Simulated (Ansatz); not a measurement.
One change: `[CH3][SnH]([SiH3])[Cl]` becomes `[CH3][SnH2][SiH3]`.

Ansatz, PBE0-D4/def2-TZVP geometries, multiplicity 1. 

Elements past krypton have def2 core potentials.

| property | `[CH3][SnH]([SiH3])[Cl]` |
| --- | --- |
| HOMO–LUMO gap (PBE0/def2-TZVPP) / eV | 7.03 |
| HOMO energy (ωB97M-V/def2-TZVPP) / eV | -9.82 |
| LUMO energy (PBE/def2-TZVPP) / eV | -1.57 |
| LUMO energy (B3LYP/def2-TZVPP) / eV | -0.97 |
| HOMO–LUMO gap (ωB97M-V/def2-TZVPP) / eV | 10.76 |
| LUMO energy (ωB97M-V/def2-TZVPP) / eV | 0.94 |

**Question.** What does the change do to each property? (Best estimate.)

**Answer.** Ansatz gave: 
```json
{"property": "HOMO–LUMO gap (PBE0/def2-TZVPP) / eV", "`[CH3][SnH2][SiH3]`": "7.67", "shift": "0.64"}
{"property": "HOMO energy (ωB97M-V/def2-TZVPP) / eV", "`[CH3][SnH2][SiH3]`": "-9.72", "shift": "0.10"}
{"property": "LUMO energy (PBE/def2-TZVPP) / eV", "`[CH3][SnH2][SiH3]`": "-0.78", "shift": "0.79"}
{"property": "LUMO energy (B3LYP/def2-TZVPP) / eV", "`[CH3][SnH2][SiH3]`": "-0.25", "shift": "0.72"}
{"property": "HOMO–LUMO gap (ωB97M-V/def2-TZVPP) / eV", "`[CH3][SnH2][SiH3]`": "11.10", "shift": "0.34"}
{"property": "LUMO energy (ωB97M-V/def2-TZVPP) / eV", "`[CH3][SnH2][SiH3]`": "1.38", "shift": "0.44"}
```

With PBE0 the HOMO rises by 0.07 eV and the LUMO rises by 0.72 eV, so the gap widens by about 0.65 eV. PBE moves the HOMO by -0.02 eV and ωB97M-V by 0.10 eV.

B3LYP here is the variant with VWN-RPA as its local correlation; programs differ in this.
